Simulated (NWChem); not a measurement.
Molecule: ScN$_{2}$H$_{4}$Cl; SMILES [NH2][Sc]([NH2])[Cl]

```xyz
8

Sc     0.0000     0.0000    -0.3501
Cl     0.0000     0.0000     1.9801
N      0.0000    -1.6683    -1.3894
H      0.0000    -2.6255    -1.0146
H      0.0000    -1.7464    -2.4146
N      0.0000     1.6683    -1.3894
H      0.0000     1.7464    -2.4146
H      0.0000     2.6255    -1.0146
```
Atoms are numbered in this order, from 1.

Computed with NWChem. Pople sets run with spherical d functions. Geometry: optimised at PBE-D3(BJ)/def2-SVP. Total energies compare along this basis series because the functional is fixed.

| level | basis functions | energy (Ha) | highest occupied level (eV) | orbital gap (eV) | dipole (D) |
|---|---|---|---|---|---|
| Hartree-Fock/STO-3G | 41 | -1316.7803 | -8.64 | 13.30 | 3.15 |
| Hartree-Fock/3-21G | 66 | -1324.1389 | -10.42 | 11.33 | 4.69 |
| Hartree-Fock/6-31G* | 88 | -1330.5781 | ? | ? | ? |

Task: Some entries are withheld; supply them.

Result: 
- Hartree-Fock/6-31G*, highest occupied level (eV): -10.51
- Hartree-Fock/6-31G*, orbital gap (eV): 11.52
- Hartree-Fock/6-31G*, dipole (D): 3.70
